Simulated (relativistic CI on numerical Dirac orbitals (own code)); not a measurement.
## Cs+: calculation against measurement

Computed by Dirac-Coulomb-Breit CI, separate exchange-only KLI orbitals for each configuration, model QED (radiative potential, 1s self-energy scaled to tabulated hydrogen-like ionisation energies), valence Slater integrals scaled by 0.85, P86 correlation energy added to each configuration (own radial code, finite nucleus).

CI space (outside the closed core [Kr] 4d10): 5s²5p⁶, 5s²5p⁵6s, 5s²5p⁵5d, 5s²5p⁵6p, 5s²5p⁵7s, 5s²5p⁵6d, 5s5p⁶5d, 5s²5p⁵4f, 5s²5p⁵7p, 5s²5p⁵8s, 5s²5p⁵5f, 5s²5p⁵7d, 5s²5p⁵8p, 5s²5p⁵5g, 5s²5p⁵6f. Double excitations out of closed p, d and f shells are left out; levels of such configurations are missing from the list, as are those of other unlisted configurations, and high levels can miss mixing partners.

| Configuration | Term (tabulated) | J | Measured (cm⁻¹) | Computed | Error | Purity (%) |
| --- | --- | --- | --- | --- | --- | --- |
| 5s²5p⁶ | 1S | 0 | 0.0 | 0 | 0 | 100 |
| 5s²5p⁵6s | 2[3/2]° | 2 | 107401.6 | 109368 | 1966 | 71 |
| 5s²5p⁵5d | 2[1/2]° | 0 | 107572.1 | 108857 | 1284 | 97 |
| 5s²5p⁵6s | 2[3/2]° | 1 | 110954.4 | 113508 | 2554 | 51 |
| 5s²5p⁵6s | 2[1/2]° | 0 | 122374.8 | 125436 | 3062 | 97 |
| 5s²5p⁵6s | 2[1/2]° | 1 | 122875.4 | 126329 | 3453 | 39 |
| 5s²5p⁵6p | 2[5/2] | 3 | 129116.7 | 130349 | 1233 | 100 |

Measured levels from NIST Handbook of Basic Atomic Spectroscopic Data (Sansonetti and Martin, J. Phys. Chem. Ref. Data 34, 1559 (2005)); pairs were made by configuration, J and term (by order where the table uses no LS term), so strongly mixed levels may be paired wrongly.

Mean error by configuration (cm⁻¹): 5s²5p⁵6s 2759; 5s²5p⁵5d 1284; 5s²5p⁵6p 1233. Over the excited levels the mean absolute error is 2259 cm⁻¹ (6 of the 13 excited levels that our extract of the source holds in range could be paired, and the others can miss by more), and the median relative error of those above 1,000 cm⁻¹ is 2.1 %.
